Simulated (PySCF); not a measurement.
# How methods differ on the ionisation energy of Ne⁺

Ne⁺ [He] 2s2 2p5 (2P) → Ne²⁺ [He] 2s2 2p4 (3P), as a difference of total energies. Computed with PySCF 2.14 in aug-cc-pCVTZ-DK with one added diffuse shell each of s, p, d, f type (8s7p5d3f, 75 functions), with the spin-free X2C one-electron Hamiltonian (Gaussian nucleus). Correlated levels: valence: 1s2 frozen. The calculations carry no spin-orbit coupling.

| method | ionisation energy (eV) |
| --- | --- |
| UHF | 39.239 |
| MP2 (valence) | 40.757 |
| SCS-MP2 (valence) | 40.753 |
| CCSD (valence) | 40.683 |
| CCSD(T) (valence) | 40.719 |

How much does correlation contribute at CCSD(T) (valence)?

40.719 − (39.239) = 1.480 eV, measured against UHF.

Errors of the correlated levels include the incompleteness of this basis and the frozen core.

For comparison: 40.963 eV (measured; NIST Atomic Spectra Database, ionization energies).
